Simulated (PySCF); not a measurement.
Computed shifts of a molecule C3H9NOSi, KT2/pcSseg-1 run with PySCF, GIAO, gas phase, atoms alike by connectivity averaged where their shifts nearly agree, in ppm (number of nuclei): ¹³C: 149.2 (1), 125.6 (1), 28.3 (1). ²⁹Si: -28.2 (1). ¹⁵N: 37.6 (1). ¹H: 6.70 (1), 5.91 (1), 5.41 (1), 2.20 (3), 1.24 (2), 0.98 (1). References: ¹³C against TMS (σ = 185.1 ppm); ²⁹Si against TMS (σ = 361.9 ppm); ¹⁵N against NH3 (σ = 266.2 ppm); ¹⁷O against H2O (σ = 330.4 ppm); ¹H against TMS (σ = 31.47 ppm), references at their B3LYP-D3(BJ)/def2-TZVP geometries, non-relativistic. Coordinates come from a ωB97X-D3(BJ)/def2-SVP optimisation. The values are those of a single conformer.

### Question
Pick the molecule that these values belong to.
A. OC/C=N\C[SiH3]
B. CO/C(C)=N/[SiH3]
C. C/C=C/[Si@@H](N)O
D. C/C=C/O[SiH2]N

### Answer
C, C/C=C/[Si@@H](N)O
